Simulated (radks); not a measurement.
The mean radii <r> (bohr) of the occupied orbitals of an atom or ion are listed with their occupations. All-electron calculation, scalar-relativistic Kohn-Sham, LDA (Slater exchange, Perdew-Wang correlation), spin-polarised, spherical densities, point nucleus. Program: a radial shooting solver on a logarithmic mesh with Libxc functionals.

orbital  occ.      <r>
1s down     1  0.01867
1s up       1  0.01867
2s up       1  0.07899
2s down     1  0.07899
2p up       3  0.07059
2p down     3  0.07059
3s up       1   0.2050
3s down     1   0.2050
3p up       3   0.2050
3p down     3   0.2050
3d up       5   0.1857
3d down     5   0.1857
4s up       1   0.4590
4s down     1   0.4590
4p up       3   0.4880
4p down     3   0.4880
4d up       5   0.5234
4d down     5   0.5233
5s up       1    1.099
5s down     1    1.095
5p up       3    1.289
5p down     3    1.283
4f up       7   0.6398
4f down     7   0.6369
6s up       1    2.946
5d up       2    2.000
6s down     1    3.017
5f up       1    16.63

Name the element and its charge. Open shells, if any, are filled with parallel spins first.

Answer. Z = 73, tantalum, charge 0: Ta in [Xe] 4f14 5d2 6s2 5f1. The 1s radius gives Z: for a bare nucleus <r> = (2 gamma + 1)/(2Z) with gamma = sqrt(1 - (Z/c)^2), 0.01844 bohr for Z = 73, and screening makes it slightly larger (0.01867 here). The occupations add up to 73, and the charge is Z minus that.
